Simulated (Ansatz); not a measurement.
## Molecular dynamics of CH5AlF2O2

input.yaml

```yaml
crystal:
  periodic: [false, false, false]
  atoms:
    - { symbol: Al, position_ang: [-0.221937, 1.144574, 0.714508] }
    - { symbol: O, position_ang: [0.260226, -0.552086, 0.172503] }
    - { symbol: C, position_ang: [-0.521463, -1.578831, -0.425867] }
    - { symbol: F, position_ang: [-1.737932, 1.571265, 0.146193] }
    - { symbol: F, position_ang: [0.197386, 1.556313, 2.282538] }
    - { symbol: H, position_ang: [1.024153, 0.224269, -0.453011] }
    - { symbol: O, position_ang: [1.163894, 1.44359, -0.492092] }
    - { symbol: H, position_ang: [-1.253959, -1.174941, -1.158512] }
    - { symbol: H, position_ang: [0.142916, -2.302644, -0.940875] }
    - { symbol: H, position_ang: [-1.080052, -2.12543, 0.361863] }
    - { symbol: H, position_ang: [2.026766, 1.793822, -0.207249] }
basis:
  gaussian: { orbitals: def2-SVP }
hamiltonian:
  xc: pbe
  dispersion: d4
md:
  timestep: 0.5
  n_steps: 200
  ensemble: nve
  temperature: 100.0
  initial_velocities: maxwell_boltzmann
  seed: 6331
```

Launched with:

```bash
$ ansatz run input.yaml --threads 2 --pin off --max-ram 3072MiB --backend cpu --events-out ev --progress --plain --runs-dir out
```

It starts at the highest image of a converged band, a first-order saddle point between two minima.

Output, in part (one step line in 7, the closing report, with atoms numbered from 0):

```
md step     0: t =     0.00 fs  T =   100.0 K  F+E_penalty+E_count = -17224.21941951 eV  E_kin = 0.116334 eV  conserved = -17224.10308551 eV  (27 SCF iters)
md step     7: t =     3.50 fs  T =    59.7 K  F+E_penalty+E_count = -17224.17199536 eV  E_kin = 0.069434 eV  conserved = -17224.10256114 eV  (30 SCF iters)
md step    14: t =     7.00 fs  T =    38.4 K  F+E_penalty+E_count = -17224.14662651 eV  E_kin = 0.044626 eV  conserved = -17224.10200052 eV  (31 SCF iters)
md step    21: t =    10.50 fs  T =    66.0 K  F+E_penalty+E_count = -17224.17892359 eV  E_kin = 0.076766 eV  conserved = -17224.10215762 eV  (31 SCF iters)
md step    28: t =    14.00 fs  T =    79.9 K  F+E_penalty+E_count = -17224.19533990 eV  E_kin = 0.093002 eV  conserved = -17224.10233806 eV  (31 SCF iters)
md step    35: t =    17.50 fs  T =   111.0 K  F+E_penalty+E_count = -17224.23209329 eV  E_kin = 0.129136 eV  conserved = -17224.10295768 eV  (31 SCF iters)
md step    42: t =    21.00 fs  T =   118.7 K  F+E_penalty+E_count = -17224.24072752 eV  E_kin = 0.138108 eV  conserved = -17224.10261905 eV  (30 SCF iters)
md step    49: t =    24.50 fs  T =   132.1 K  F+E_penalty+E_count = -17224.25560985 eV  E_kin = 0.153666 eV  conserved = -17224.10194415 eV  (31 SCF iters)
md step    56: t =    28.00 fs  T =   178.8 K  F+E_penalty+E_count = -17224.31029163 eV  E_kin = 0.208063 eV  conserved = -17224.10222835 eV  (30 SCF iters)
md step    63: t =    31.50 fs  T =   208.0 K  F+E_penalty+E_count = -17224.34446761 eV  E_kin = 0.241993 eV  conserved = -17224.10247483 eV  (30 SCF iters)
md step    70: t =    35.00 fs  T =   226.3 K  F+E_penalty+E_count = -17224.36619424 eV  E_kin = 0.263290 eV  conserved = -17224.10290386 eV  (30 SCF iters)
md step    77: t =    38.50 fs  T =   214.5 K  F+E_penalty+E_count = -17224.35233458 eV  E_kin = 0.249522 eV  conserved = -17224.10281275 eV  (30 SCF iters)
md step    84: t =    42.00 fs  T =   185.1 K  F+E_penalty+E_count = -17224.31726783 eV  E_kin = 0.215356 eV  conserved = -17224.10191196 eV  (29 SCF iters)
md step    91: t =    45.50 fs  T =   193.2 K  F+E_penalty+E_count = -17224.32670497 eV  E_kin = 0.224708 eV  conserved = -17224.10199691 eV  (29 SCF iters)
md step    98: t =    49.00 fs  T =   183.8 K  F+E_penalty+E_count = -17224.31642931 eV  E_kin = 0.213848 eV  conserved = -17224.10258126 eV  (30 SCF iters)
md step   105: t =    52.50 fs  T =   160.1 K  F+E_penalty+E_count = -17224.28910120 eV  E_kin = 0.186292 eV  conserved = -17224.10280956 eV  (30 SCF iters)
md step   112: t =    56.00 fs  T =   160.2 K  F+E_penalty+E_count = -17224.28903665 eV  E_kin = 0.186349 eV  conserved = -17224.10268789 eV  (27 SCF iters)
md step   119: t =    59.50 fs  T =   152.9 K  F+E_penalty+E_count = -17224.28013399 eV  E_kin = 0.177926 eV  conserved = -17224.10220817 eV  (29 SCF iters)
md step   126: t =    63.00 fs  T =   128.8 K  F+E_penalty+E_count = -17224.25173914 eV  E_kin = 0.149797 eV  conserved = -17224.10194200 eV  (29 SCF iters)
md step   133: t =    66.50 fs  T =   127.1 K  F+E_penalty+E_count = -17224.25010418 eV  E_kin = 0.147827 eV  conserved = -17224.10227739 eV  (28 SCF iters)
md step   140: t =    70.00 fs  T =   165.2 K  F+E_penalty+E_count = -17224.29506052 eV  E_kin = 0.192145 eV  conserved = -17224.10291552 eV  (30 SCF iters)
md step   147: t =    73.50 fs  T =   179.2 K  F+E_penalty+E_count = -17224.31134274 eV  E_kin = 0.208526 eV  conserved = -17224.10281711 eV  (30 SCF iters)
md step   154: t =    77.00 fs  T =   162.4 K  F+E_penalty+E_count = -17224.29115868 eV  E_kin = 0.188957 eV  conserved = -17224.10220151 eV  (31 SCF iters)
md step   161: t =    80.50 fs  T =   162.7 K  F+E_penalty+E_count = -17224.29125406 eV  E_kin = 0.189251 eV  conserved = -17224.10200304 eV  (30 SCF iters)
md step   168: t =    84.00 fs  T =   171.3 K  F+E_penalty+E_count = -17224.30148628 eV  E_kin = 0.199319 eV  conserved = -17224.10216710 eV  (30 SCF iters)
md step   175: t =    87.50 fs  T =   191.8 K  F+E_penalty+E_count = -17224.32592106 eV  E_kin = 0.223085 eV  conserved = -17224.10283610 eV  (30 SCF iters)
md step   182: t =    91.00 fs  T =   202.5 K  F+E_penalty+E_count = -17224.33862253 eV  E_kin = 0.235593 eV  conserved = -17224.10302990 eV  (30 SCF iters)
md step   189: t =    94.50 fs  T =   180.1 K  F+E_penalty+E_count = -17224.31177850 eV  E_kin = 0.209499 eV  conserved = -17224.10227923 eV  (28 SCF iters)
md step   196: t =    98.00 fs  T =   152.6 K  F+E_penalty+E_count = -17224.27933776 eV  E_kin = 0.177470 eV  conserved = -17224.10186822 eV  (30 SCF iters)
md step   200: t =   100.00 fs  T =   168.1 K  F+E_penalty+E_count = -17224.29835159 eV  E_kin = 0.195513 eV  conserved = -17224.10283840 eV  (29 SCF iters)
Total energy: -17224.29839535 eV, -632.9812909803 hartree
Atom 0 at    -0.038079     1.190350     0.599907 Å, force    -0.096178     0.920162    -0.552612 eV/Å
Atom 1 at     0.252587    -0.632364     0.239011 Å, force     0.224307    -0.120154     0.182920 eV/Å
Atom 2 at    -0.811213    -1.445577    -0.254575 Å, force    -0.549163    -0.493002    -0.835648 eV/Å
Atom 3 at    -1.645366     1.299664     0.088753 Å, force    -0.154178    -0.053226    -0.146839 eV/Å
Atom 4 at     0.084012     1.394559     2.240890 Å, force     0.175670     0.028857     0.800537 eV/Å
Atom 5 at     1.130172    -0.826015    -0.112949 Å, force     0.455580    -0.193027    -0.299795 eV/Å
Atom 6 at     1.200348     1.827319    -0.431294 Å, force    -0.063290    -0.289119     0.088687 eV/Å
Atom 7 at    -1.600642    -0.750855    -0.575494 Å, force    -0.196029     0.071850    -0.086225 eV/Å
Atom 8 at    -0.540676    -2.127643    -1.096942 Å, force     0.345480     0.437812     0.202420 eV/Å
Atom 9 at    -1.193629    -2.067141     0.549930 Å, force    -0.197782    -0.377977     0.638444 eV/Å
Atom 10 at     1.530620     2.724929    -0.288843 Å, force     0.055584     0.067824     0.008111 eV/Å
Dipole moment:     0.357091    -0.862177    -0.436647 e Å
```

The run went to its last step. The conserved energy stayed within 0.13 meV per atom of its start (net change 0.023 meV per atom), so the integration is sound. The kinetic energy rose, since the run started high on the potential surface and went downhill. A run of 0.1 ps of so small a system gives no equilibrium averages. The orbitals stay closed-shell, which can raise the energy where a bond breaks towards radicals; this wasn't checked here.

Between its relaxed ends the band would form O2–H6 and break H6–O7. These pairs go: O2–H6 1.26 → 0.97 Å, H6–O7 1.23 → 2.67 Å. In the last frame they stand as after the step (other bonds may differ from the relaxed reactants and products). It ends as one piece, CH5AlF2O2. Pairs count as bonded within 1.25 times the sum of covalent radii (0.12 Å more for H–H).

Last frame:

```xyz
11
Properties=species:S:1:pos:R:3
Al -0.038 1.190 0.600
O 0.253 -0.632 0.239
C -0.811 -1.446 -0.255
F -1.645 1.300 0.089
F 0.084 1.395 2.241
H 1.130 -0.826 -0.113
O 1.200 1.827 -0.431
H -1.601 -0.751 -0.576
H -0.541 -2.128 -1.097
H -1.194 -2.067 0.550
H 1.531 2.725 -0.289
```

Run time: 2.4 min on 2 threads of AMD EPYC 9R45 96-Core Processor (Zen 5) (shared host), peak memory 0.17 GiB.
